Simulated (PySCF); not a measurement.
# Removing an electron from `CN[SiH2][Se][SiH3]`

Species: CH₉NSeSi₂.
Cartesian coordinates in Å at the PBE0-D3(BJ)/def2-SVP level; atoms count from 1:
```
atom  x, y, z in Å
C1    -2.8032   -0.5719    0.1279
N2    -1.5645    0.1593    0.2419
Si3   -0.0459   -0.3199   -0.4056
Se4    1.1432    1.5963   -0.7935
Si5    3.1135    0.8175    0.0612
H6    -3.6602    0.1096   -0.0045
H7    -3.0203   -1.2197    0.9983
H8    -2.7722   -1.2223   -0.7603
H9    -1.5664    0.8903    0.9448
H10   -0.3379   -1.0873   -1.6524
H11    0.8416   -1.1722    0.4573
H12    3.6170   -0.3641   -0.6999
H13    4.0842    1.9421   -0.0726
H14    2.9698    0.4414    1.4983
```

Level: CAM-B3LYP/def2-SVPD (PySCF). Frontier orbitals with their largest atomic shares (Löwdin; up to four atoms above 4 %):

```tsv
orbital	ε (eV)	main atoms
HOMO−3	-10.43	Se4 31 %, Si5 21 %, Si3 16 %, H13 14 %
HOMO−2	-9.75	Se4 60 %, Si5 12 %, Si3 11 %, H11 5 %
HOMO−1	-8.42	N2 44 %, Se4 18 %, Si3 10 %, C1 10 %
HOMO	-8.13	?
LUMO	0.66	Se4 40 %, Si5 24 %, H14 8 %, H12 8 %
LUMO+1	0.80	Se4 38 %, Si3 18 %, Si5 7 %, H11 7 %
LUMO+2	1.14	Si5 25 %, Se4 18 %, Si3 16 %, C1 8 %
```

**Question.** What vertical ionisation energy does ΔSCF give, and how far is −ε(HOMO) from it?

**Answer.** ΔSCF: 8.84 eV (853 kJ/mol; threshold wavelength 140 nm); ⟨S²⟩ of the doublet left behind is 0.759, against 0.75 for a pure doublet. −ε(HOMO) is 8.13 eV, 0.71 eV below it. For the exact functional −ε(HOMO) would equal the first vertical ionisation energy; CAM-B3LYP (range-separated hybrid) falls short of its own ΔSCF value by 8 %.

**Question.** On which atoms does the HOMO lie?

**Answer.** Se4 (selenium bonded to 2 Si) 60 %, N2 (silicon-bound nitrogen) 10 %, Si3 (SiH2 silicon) 9 %, Si5 (SiH3 silicon) 8 %, so more than half of it is on one atom. The HOMO−1 lies 0.29 eV lower.

**Question.** With α = 106.3 au, estimate the like-pair dispersion coefficient by London's formula C6 = (3/4)α²I.

**Answer.** I = 0.3248 Eh, so C6 ≈ 2750 au, a rough estimate.

**Question.** Shift the occupied levels rigidly so that −ε(HOMO) equals the ΔSCF value. What binding energies result?

**Answer.** The shift is +0.71 eV: HOMO 8.84, HOMO−1 9.13, HOMO−2 10.46, HOMO−3 11.14 eV. A rigid shift is only a rough guide to the deeper ionisations.

**Question.** What kinetic energy would electrons from this vertical process carry with 118.2 nm light (10.49 eV)?

**Answer.** 10.49 − 8.84 = 1.65 eV.

One conformer (not necessarily the lowest) at the PBE0-D3(BJ)/def2-SVP geometry, without solvent, vibrations or thermal averaging. The calculation is non-relativistic, for selenium too.
